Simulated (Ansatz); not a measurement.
Ge₅PH₁₂⁺, a doped cluster cut from the lattice of germanium (P on a surface site), relaxed as a singlet with RKS PBE0-D4/def2-SVP in Ansatz, starting from the GFN2-xTB geometry. Force threshold 0.02 eV/Å.

Start:

Cartesian coordinates in Å:
```
Ge 0.7706 -1.0672 -2.0063
Ge 1.1090 2.0145 0.5699
Ge -0.9032 -1.2367 1.8506
P -0.8605 -1.8102 -0.4524
Ge -0.7189 1.2017 1.9571
Ge 0.9018 1.3660 -1.7672
H 0.2290 -1.7330 -3.2558
H 1.9206 -1.9392 -1.5394
H 1.2232 3.5112 0.6846
H 2.4014 1.4466 1.1068
H -2.1635 -1.9740 2.2565
H 0.2506 -2.1093 2.3079
H -2.0788 -1.4027 -0.9624
H -1.0514 -3.1711 -0.5950
H -2.0843 1.6756 1.5127
H -0.6122 1.5571 3.4165
H -0.3662 1.8526 -2.4320
H 2.0330 1.8181 -2.6521
```

```json
{"step": "1", "energy (eV)": "-291993.4503", "largest force component (eV/Å)": "0.672", "SCF passes": "14"}
{"step": "2", "energy (eV)": "-291993.6217", "largest force component (eV/Å)": "0.416", "SCF passes": "17"}
{"step": "3", "energy (eV)": "-291993.6678", "largest force component (eV/Å)": "0.059", "SCF passes": "17"}
{"step": "4", "energy (eV)": "-291993.6725", "largest force component (eV/Å)": "0.208", "SCF passes": "17"}
{"step": "5 (rejected)", "energy (eV)": "-291993.6713", "largest force component (eV/Å)": "0.211", "SCF passes": "17"}
{"step": "6", "energy (eV)": "-291993.6787", "largest force component (eV/Å)": "0.080", "SCF passes": "17"}
{"step": "7", "energy (eV)": "-291993.6864", "largest force component (eV/Å)": "0.046", "SCF passes": "17"}
{"step": "8 (rejected)", "energy (eV)": "-291993.6687", "largest force component (eV/Å)": "0.331", "SCF passes": "19"}
{"step": "9", "energy (eV)": "-291993.6875", "largest force component (eV/Å)": "0.017", "SCF passes": "18"}
{"step": "10", "energy (eV)": "-291993.6879", "largest force component (eV/Å)": "0.059", "SCF passes": "17"}
{"step": "11", "energy (eV)": "-291993.6888", "largest force component (eV/Å)": "0.025", "SCF passes": "18"}
{"step": "12", "energy (eV)": "-291993.6890", "largest force component (eV/Å)": "0.003", "SCF passes": "12"}
```

Force components are those of the run's own axes.

End:

```csv
atom,x (Å),y (Å),z (Å)
Ge1,0.7920,-1.0828,-1.8998
Ge2,1.1766,1.9410,0.5962
Ge3,-0.8119,-1.2431,1.7901
P4,-0.9899,-1.7919,-0.5081
Ge5,-0.7566,1.1918,1.8634
Ge6,0.8072,1.3478,-1.7311
H7,0.4217,-1.7166,-3.2475
H8,1.9660,-1.8134,-1.2323
H9,1.3327,3.4617,0.7300
H10,2.4264,1.2078,1.1081
H11,-2.0280,-1.9620,2.3895
H12,0.5005,-1.9592,2.1401
H13,-2.1971,-1.2490,-1.0093
H14,-1.2078,-3.1830,-0.6633
H15,-2.0768,1.6571,1.2277
H16,-0.7027,1.5624,3.3518
H17,-0.5722,1.8080,-2.2302
H18,1.9199,1.8234,-2.6753
```

By distances, no bond broke or formed. The bond that changes most is P4–H14, from 1.38 to 1.42 Å (atoms count from 1).

The force fell under the threshold at step 9, but the optimiser went on. No frequencies were taken in this run, so the end may be a saddle point.

Run time 2.6 min (4 threads of Arm Neoverse V2 on a shared host), peak host memory 1.2 GiB.
